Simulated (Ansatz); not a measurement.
BCl2GeH5Si (`[SiH3][GeH2][B](Cl)Cl`), relaxed with RKS PBE-D4/def2-SVP in Ansatz 0.2.0 from a rough embedded geometry. The force threshold is 0.03 eV/Å; the program also tests the step.

Total charge 0; spin multiplicity 1.

Start:

```xyz
10

Si   -0.427   -0.457   -1.610
Ge   -0.583    0.528    0.467
B     1.048    0.033    1.591
Cl    1.352   -1.679    1.988
Cl    2.120    1.367    2.254
H    -1.518   -0.102   -2.436
H    -0.290   -1.893   -1.444
H     0.846    0.077   -2.228
H    -1.876    0.042    1.125
H    -0.673    2.085    0.294
```

(1) How much energy does the relaxation release, and in how many steps? (Best estimate.)

(2) Which bonds change most? (Estimate.)

(3) Give the relaxed structure. (An estimate is asked.)

## Answers

(1) Computed: 0.27 eV, in 13 steps, 2 of them rejected.

(2) Ansatz gave: Si1–Ge2 from 2.304 to 2.400 Å; Si1–H6 from 1.414 to 1.505 Å; B3–Cl5 from 1.835 to 1.758 Å; Si1–H7 from 1.452 to 1.505 Å.

(3) Computed: 
```xyz
10

Si   -0.352   -0.417   -1.636
Ge   -0.635    0.568    0.535
B     1.030    0.062    1.651
Cl    1.233   -1.600    2.195
Cl    2.307    1.223    1.984
H    -1.520   -0.102   -2.531
H    -0.233   -1.910   -1.487
H     0.907    0.107   -2.273
H    -1.924   -0.033    1.162
H    -0.813    2.103    0.398
```
